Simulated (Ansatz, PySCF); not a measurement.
This Ansatz (a program for electronic structure) input computes a PBE0/def2-TZVPD energy:

Ansatz 0.2 input:
```yaml
crystal:
  periodic: [false, false, false]
  atoms:
    - {symbol: Si, position_ang: [-0.24675166, -0.31480560, 0.45207189]}
    - {symbol: H, position_ang: [-0.98134586, -1.21116338, -0.55911929]}
    - {symbol: F, position_ang: [0.49287435, 0.62427130, -0.64109857]}
basis:
  gaussian:
    orbitals: def2-TZVPD
hamiltonian:
  xc: {name: PBE0}
output: {forces: true}
```

Write an input for the same energy in PySCF and say what it gives.


```python
from pyscf import gto, scf, dft

mol = gto.M(
    atom='''
    Si   -0.24675166   -0.31480560    0.45207189
    H    -0.98134586   -1.21116338   -0.55911929
    F     0.49287435    0.62427130   -0.64109857
    ''',
    basis='def2-tzvpd',
    charge=0,
    spin=0,
    verbose=4,
)

mf = dft.RKS(mol, xc='pbe0').density_fit(auxbasis='def2-universal-jkfit')
mf.grids.level = 3
mf.conv_tol = 1e-9
mf.max_cycle = 100
mf.max_memory = 1500
mf.kernel()
if not mf.converged:
    mf = mf.newton()
    mf.kernel(mf.make_rdm1())
mf.analyze()
```
It gives -389.76448 Eh, and Ansatz -389.76444 Eh, a difference of 0.04 mEh, from the treatment of integrals and grids.
